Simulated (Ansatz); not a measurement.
Geometry optimisation, RKS r2SCAN-D4/def2-SVP (Ansatz 0.2.0).

The input (input.yaml):

```yaml
crystal:
  periodic: [false, false, false]
  atoms:
    - { symbol: Ge, position_ang: [-0.116909, -0.129003, 0.011344] }
    - { symbol: Cl, position_ang: [-0.315328, -0.236936, 2.205264] }
    - { symbol: H, position_ang: [1.345957, -0.068786, -0.390077] }
    - { symbol: O, position_ang: [-0.937009, 1.275783, -0.655783] }
    - { symbol: H, position_ang: [-1.887712, 1.117795, -0.747297] }
    - { symbol: O, position_ang: [-0.954588, -1.570262, -0.57735] }
    - { symbol: H, position_ang: [-1.239953, -2.138288, 0.152452] }
    - { symbol: H, position_ang: [1.062099, 2.203895, 0.884097] }
    - { symbol: H, position_ang: [1.042742, 1.837602, 1.500149] }
basis:
  gaussian: { orbitals: def2-SVP }
hamiltonian:
  xc: r2scan
  dispersion: d4
relax:
  f_tol: 0.03
  max_steps: 50
output:
  orbitals: {}
```

Launched with:

```bash
$ ansatz run input.yaml --threads 4 --pin off --max-ram 5120MiB --backend cpu --events-out ev --progress --plain --runs-dir out
```

Problem. Where does it end, and by what steps?

Solution. The run converged. The force dipped under the threshold on the way, but the program's further checks kept it going. After 41 steps the energy has fallen by 0.160 eV; H9 moved furthest, 1.73 Å.

```csv
step,energy less start (eV),largest force component (eV/Å),accepted
0,0.0000,1.407,yes
2,-0.1243,0.122,yes
4,-0.1349,0.036,yes
6,-0.1360,0.050,yes
8,-0.1366,0.254,no
10,-0.1376,0.055,yes
12,-0.1368,0.322,no
14,-0.1370,0.346,no
16,-0.1384,0.011,yes
18,-0.1387,0.267,no
20,-0.1402,0.048,yes
22,-0.1419,0.203,yes
24,-0.1451,0.081,yes
26,-0.1458,0.346,no
28,-0.1496,0.115,yes
30,-0.1513,0.075,yes
32,-0.1543,0.061,yes
34,-0.1557,0.082,yes
36,-0.1574,0.067,yes
38,-0.1589,0.110,yes
40,-0.1591,0.114,no
41,-0.1599,0.018,yes
```

```xyz
9
Properties=species:S:1:pos:R:3
Ge -0.098 -0.670 0.038
Cl -0.392 -1.078 2.147
H 1.325 -1.009 -0.378
O -0.332 1.037 -0.320
H -1.256 1.312 -0.225
O -1.353 -1.578 -0.811
H -1.759 -2.249 -0.244
H 0.793 2.968 0.891
H 1.071 3.558 1.284
```

Whether the end is a true minimum wasn't checked by a vibrational analysis.

Run time: 91 s on 4 threads of Arm Neoverse V1 (shared host), peak memory 0.18 GiB.
